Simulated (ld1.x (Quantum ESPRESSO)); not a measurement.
## Varying the TM potential for zirconium (Zr)

Base potential:

* Element: Zr (Z = 40)
* Generator: ld1.x (Quantum ESPRESSO) 7.5
* Type: norm-conserving Troullier–Martins (Kleinman–Bylander form)
* Functional: LDA (PZ)
* Relativity: scalar-relativistic
* Frozen core: [Ar] 3d10
* Valence charge: 12
* Reference configuration: 4s2 4p6 4d2 5s1.5 5p0 (charge +0.5)
* Partial waves: 4p (bound): rc 2.25 bohr; 4d (bound): rc 1.80 bohr; 4s (bound): rc 1.55 bohr
* Local potential: the s channel
* Core correction: none

Occupied shells without a wave of their own: 5s. They enter only through the test configuration that unscreens the potential.

Cutoffs, loose and tight: the cutoffs (Ry, on a coarse ladder) from which the occupation-weighted sum of valence levels, in a spherical-Bessel basis at the reference potential, stays within 10 and 1 mRy of its value at 400 Ry. They do not see the model core or the augmentation charge, which bear on the density cutoff. Test errors are all-electron minus pseudo excitation energies from the reference, over the configurations 4s2 4p6 4d2 5s2 5p0; 4s2 4p6 4d2 5s1 5p0; 4s2 4p6 4d2 5s0 5p0; 4s1 4p6 4d2 5s2 5p0; 4s2 4p6 4d2.5 5s1.5 5p0; 4s2 4p6 4d1 5s2 5p0; 4s2 4p6 4d1 5s0 5p0 (two spin-polarised tests are not counted in the largest error). A dash means not determined; rows that change the core or the reference have their own tests.

```tsv
change	outcome	cutoff, loose	cutoff, tight	bound ghosts	largest test error (meV)
base	generated, misses its reference levels by 0.26 eV	55 Ry	90 Ry	none	-794
all radii scaled by about 0.79 (s 1.22, p 1.76, d 1.42 bohr)	generated	80 Ry	140 Ry	none	-184
all radii scaled by about 0.87 (s 1.34, p 1.96, d 1.56 bohr)	generated	80 Ry	140 Ry	none	-271
all radii scaled by about 1.14 (s 1.76, p 2.56, d 2.04 bohr)	generated, misses its reference levels by 0.61 eV	40 Ry	60 Ry	none	-1867
all radii scaled by about 1.25 (s 1.94, p 2.82, d 2.24 bohr)	generated, misses its reference levels by 1.10 eV	30 Ry	50 Ry	none	-3313
all radii scaled by about 1.36 (s 2.12, p 3.06, d 2.46 bohr)	generated, misses its reference levels by 1.79 eV	25 Ry	40 Ry	none	-5105
```

Reading the sweep of the scale of all radii (base = 1) (base included, trends over the rows without a ghost): The loose cutoff falls from 80 Ry at 0.79 to 25 Ry at 1.36. A larger radius leaves more room for a smooth pseudo-wave, so fewer plane waves are needed; a smaller one forces it to follow the all-electron wave where it bends sharply. The median size of the test errors (rows with all tests solved) rises from 48.1 meV at 0.79 to 1173.3 meV at 1.36. More of the atom is replaced by a form fitted at one configuration, so other configurations suffer as the radius grows.
